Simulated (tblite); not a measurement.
Compound: C4H3NO2 (charge +1 and doublet state).
Z-matrix (Å and degrees, GFN2-xTB geometry), rows numbered from 1:
```
O 
C   1  1.1771
C   2  1.4612  1  130.58
N   3  1.3108  2  125.80  1   179.91
O   4  1.2995  3  109.84  2  -179.99
C   5  1.3277  4  109.78  3     0.00
C   6  1.3742  5  109.25  4    -0.01
H   2  1.1287  1  120.75  3  -179.96
H   6  1.0769  5  118.92  4  -180.00
H   7  1.0727  3  126.23  2    -0.00
```

Computed values, GFN2-xTB/tblite, gas phase, harmonic and unscaled. Against measured fundamentals such values can be off by several per cent, at times by over 20. One conformer, not necessarily the lowest. Open shells enter through the occupations alone, without spin polarisation, and single modes of such species can be off by tens of per cent.

Harmonic wavenumbers (cm⁻¹): 112.1, 201.9, 263.0, 468.0, 486.5, 596.6, 621.5, 794.6, 830.0, 846.5, 887.1, 960.6, 1004.2, 1042.3, 1118.2, 1160.0, 1211.0, 1297.6, 1384.7, 1474.0, 1835.4, 2526.1, 3127.1, 3165.4.

A = 8978, B = 2004, C = 1638 MHz; mass 97.016 u (most abundant isotopes); point group Cs, symmetry number 1; spin multiplicity 2.

Question: Zero-point energy?

Answer: Half the sum of the wavenumbers: 13707 cm⁻¹ = 39.19 kcal/mol.

Question: Entropy at 500 K, 1 bar (ideal gas, RRHO, classical rotation)?

Answer: Translation 42.22, rotation 28.33, vibration 20.75, spin (R ln 2) 1.38: S = 92.7 cal/(mol K).

Question: And Cp and H(500 K) − H(0)?

Answer: Cp = 33.11 cal/(mol K), of which vibrations give 25.16 (their classical limit is 24 R = 47.7); H(500 K) − H(0) = 9.95 kcal/mol without the zero-point energy, 5.97 from vibrations.

Question: What must be added to the electronic energy to get the Gibbs energy at 500 K and 1 bar?

Answer: ZPE + [H(500 K) − H(0)] − T·S = 39.19 + 9.95 − 46.34 = 2.80 kcal/mol.

Question: Blend soft modes into free rotors: weight 1/[1 + (100 cm⁻¹/ν̃)⁴] for the oscillator and the rest for a rotor with moment μB/(μ + B), μ = h/(8π²ν), B = 10⁻⁴⁴ kg m². What vibrational entropy results?

Answer: 20.34 cal/(mol K) in place of 20.75, which changes −T·S at 500 K by +0.20 kcal/mol.

Hindered rotation and anharmonicity are outside this model. Other conformers, if any are populated, would add a mixing term that is left out.
